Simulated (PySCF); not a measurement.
Coordinates in bohr (charge 0 multiplicity 2):
```
Ir    0.0184    0.0000    0.0000
H     2.3318    1.9433    0.0000
H    -2.6955    2.0234    0.0000
H    -1.3987    3.0076    0.0000
H     2.3318   -1.9433    0.0000
H    -2.6955   -2.0234    0.0000
H    -1.3987   -3.0076    0.0000
```

Level of theory: UPBE0/[Ir def2-TZVP with ECP60, H def2-TZVP], scalar-relativistic core potentials, density fitting, no spin–orbit coupling, PySCF.

This geometry of IrH6 is a stationary point at this level.

Q: What is the point group?

A: C2v.

Q: Is it a minimum?

A: Yes: all harmonic wavenumbers are real.

Q: What are the dipole moment and the gap between the highest occupied and lowest empty levels of either spin?

A: 2.52 D and 4.00 eV.

Q: Give the ideal-gas entropy at 298.15 K and 1 bar by parts.

A: translation 174.9, rotation 72.9, vibration 19.1, spin 5.8; total 272.6 J/(mol K).

Only a few start shapes were tried, so a lower isomer may exist. With open d or f shells other occupations or spin states may lie lower. With an element this heavy the missing spin–orbit coupling can shift these numbers.
